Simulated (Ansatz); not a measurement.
Be5Se4⁺. Total charge 1; doublet. Geometry B3LYP-D4/def2-SVP, that of the neutral singlet; atoms count from 1.

```csv
atom,x (Å),y (Å),z (Å)
Be1,1.2624,0.4218,1.7123
Be2,0.5605,-2.0382,1.0333
Be3,-1.2145,-1.1633,-1.0064
Be4,1.1083,1.8477,0.2509
Be5,-0.9714,1.6450,-1.3734
Se6,1.1184,-1.2813,2.8298
Se7,0.0705,-2.7180,-0.8138
Se8,-2.5333,0.3592,-1.2265
Se9,0.5991,2.9271,-1.4062
```

Another isomer (singlet) lies 0.61 eV lower at PBE0-D4/def2-TZVP; other spin states weren't run for this one.

Q: Estimate the Mulliken populations from the PBE0/def2-TZVP orbitals of Ansatz.

A: 
```json
{"atom": "Be1", "charge (e)": "0.14", "spin (α − β)": "0.09"}
{"atom": "Be2", "charge (e)": "0.05", "spin (α − β)": "-0.02"}
{"atom": "Be3", "charge (e)": "0.03", "spin (α − β)": "-0.02"}
{"atom": "Be4", "charge (e)": "0.14", "spin (α − β)": "0.09"}
{"atom": "Be5", "charge (e)": "0.05", "spin (α − β)": "-0.02"}
{"atom": "Se6", "charge (e)": "0.13", "spin (α − β)": "0.20"}
{"atom": "Se7", "charge (e)": "0.16", "spin (α − β)": "0.24"}
{"atom": "Se8", "charge (e)": "0.16", "spin (α − β)": "0.24"}
{"atom": "Se9", "charge (e)": "0.13", "spin (α − β)": "0.20"}
```
Mulliken values and Mayer orders depend strongly on the basis.

Q: Where does the spin sit?

A: Summed by element: Be 0.12, Se 0.88, of 1 unpaired in all. Largest on single atoms: Se8 0.24, Se7 0.24, Se9 0.20.

Q: And the Mayer bond orders between bonded heavy atoms (over 0.3)?

A: Be1–Be4 0.72 (2.05 Å); Be1–Se6 1.26 (2.04 Å); Be2–Se6 1.22 (2.03 Å); Be2–Se7 1.21 (2.03 Å); Be3–Se7 1.22 (2.03 Å); Be3–Se8 1.22 (2.03 Å); Be4–Se9 1.26 (2.04 Å); Be5–Se8 1.21 (2.03 Å); Be5–Se9 1.22 (2.03 Å).
